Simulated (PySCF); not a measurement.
An equivalent PySCF input for C (carbon, neutral), [He] 2s2 2p2, high-spin 3P determinant, with scalar relativity by spin-free X2C-1e:

```python
from pyscf import gto, scf, dft, mp, cc
import basis_set_exchange as bse
mol = gto.M(atom="C 0 0 0", charge=0, spin=2, symmetry="D2h",
            basis=gto.basis.parse(bse.get_basis("aug-cc-pVDZ-DK", elements=["C"], fmt="nwchem")),
            nucmod="G")
mf = dft.UKS(mol, xc="HYB_MGGA_XC_R2SCAN0").sfx2c1e()
mf.irrep_nelec = {'Ag': (2, 2), 'B1u': (1, 0), 'B2u': (1, 0)}
mf.kernel()
```

It reaches the same state as the run whose output follows, with an energy that differs only through the grid. The run itself started from symmetry-adapted Hartree-Fock orbitals and held the occupation by maximum overlap, on a logarithmic radial grid, so the iterations belong to that start.

```
SCF conv_tol = 1e-09
number electrons alpha = 4  beta = 2
XC functionals = HYB_MGGA_XC_R2SCAN0
    M. Bursch, H. Neugebauer, S. Ehlert, and S. Grimme.,  J. Chem. Phys. 156, 134105 (2022)
cycle= 1 E= -37.844145881361  delta_E= -0.00275  |g|= 0.0116  |ddm|= 0.0744
cycle= 2 E= -37.8442529297354  delta_E= -0.000107  |g|= 0.00238  |ddm|= 0.013
cycle= 3 E= -37.844257989246  delta_E= -5.06e-06  |g|= 0.000321  |ddm|= 0.00415
cycle= 4 E= -37.844258069556  delta_E= -8.03e-08  |g|= 3.21e-05  |ddm|= 0.00137
cycle= 5 E= -37.844258071293  delta_E= -1.74e-09  |g|= 3.66e-06  |ddm|= 0.000122
cycle= 6 E= -37.8442580713208  delta_E= -2.78e-11  |g|= 5.48e-07  |ddm|= 2.09e-05
converged SCF energy = -37.8442580713208  <S^2> = 2.0064923  2S+1 = 3.0043251
```
